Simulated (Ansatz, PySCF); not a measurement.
Donor–acceptor adduct: BH3 (SMILES B) (first 4 atoms) with C2H6S (SMILES CSC); geometry from B3LYP-D3(BJ)/def2-TZVP, rigid monomers moved along the line of their centres of mass till B1···S6 is 2.72 Å.
(charge 0, multiplicity 1):
```xyz
13

B     -0.3293     0.6027     0.7595
H      0.0017    -0.2209    -0.0559
H     -1.4951     0.9039     0.7056
H      0.4334     1.5290     0.8904
C      1.7298    -0.9085     3.3662
S     -0.0432    -0.6427     3.1613
C     -0.3194     0.6314     4.4088
H      1.9331    -1.3232     4.3519
H      2.0311    -1.6170     2.5977
H      2.2556     0.0334     3.2189
H     -0.1309     0.2277     5.4020
H     -1.3613     0.9325     4.3236
H      0.3240     1.4851     4.2018
```

Monomers are frozen at their geometry in the pair; levels with a basis set take the counterpoise correction. Rows marked so take none.

Rows in 6-311+G**, 6-31G* carry no dispersion term and start afresh at each structure (6-31G* with six Cartesian d functions). MP2/6-31G* freezes PySCF's default core.

Programs: Ansatz (a quantum-chemistry and plane-wave program); PySCF for 6-311+G** rows, 6-31G* rows, the dispersion terms. 

Problem. One of these levels gives -17.98 kcal/mol for the interaction energy. Which?
(A) MP2/6-31G*
(B) B3LYP/6-311+G** (no counterpoise)
(C) PBE0/def2-TZVPPD
(D) PBE-D3(BJ)/def2-TZVPPD

Solution. C, PBE0/def2-TZVPPD. The others give -21.12 (PBE-D3(BJ)/def2-TZVPPD), -16.05 (B3LYP/6-311+G** (no counterpoise)), -14.03 (MP2/6-31G*)
